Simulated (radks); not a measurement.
Values are calculated unless marked as measured or tabulated.
Ionisation of the selenium ion Se16+, [Ar], to Se17+, [Ne] 3s2 3p5, under several functionals. Dirac Kohn-Sham, spin-unpolarised, spherical densities, finite nucleus; open shells are shared between the two j in proportion to 2j + 1; a radial shooting solver on a logarithmic mesh with Libxc functionals.

| functional | E(Se16+) (hartree) | Exc (hartree) | IE (eV) | -e(HOMO) (eV) | <r> HOMO (bohr) | IE error (eV) |
|---|---|---|---|---|---|---|
| LDA (Slater exchange, VWN5 correlation) | -2297.59184 | -66.17388 | 654.24 | 629.12 | 0.5058 | +3.7 |
| PW91 | -2301.35573 | -69.99574 | 654.83 | 629.73 | 0.5058 | +4.3 |
| PBE | -2300.94380 | -69.57777 | 654.60 | 629.51 | 0.5058 | +4.1 |
| exchange-only PBE | -2300.10699 | -68.73430 | 652.85 | 627.75 | 0.5061 | +2.4 |
| exchange-only B88 | -2300.49261 | -69.12834 | 653.04 | 627.93 | 0.5058 | +2.5 |
| XLYP | -2301.68557 | -70.32712 | 654.53 | 629.42 | 0.5059 | +4.0 |

NIST Atomic Spectra Database: 651 eV (semi-empirical). Closest: exchange-only PBE. The Delta-SCF values span 1.98 eV, the total energies 4.09 hartree. The highest occupied level is 3p3/2. Spin polarisation and multiplet splitting are left out, so open shells lie too high by an amount that depends on their filling. Sharing an open shell by 2j + 1 raises it above the true ground level by a part of the spin-orbit splitting, which enters the differences from NIST.

Beside tabulated values, note that spin-unpolarised runs miss the spin-polarisation part of the exchange energy of open shells.
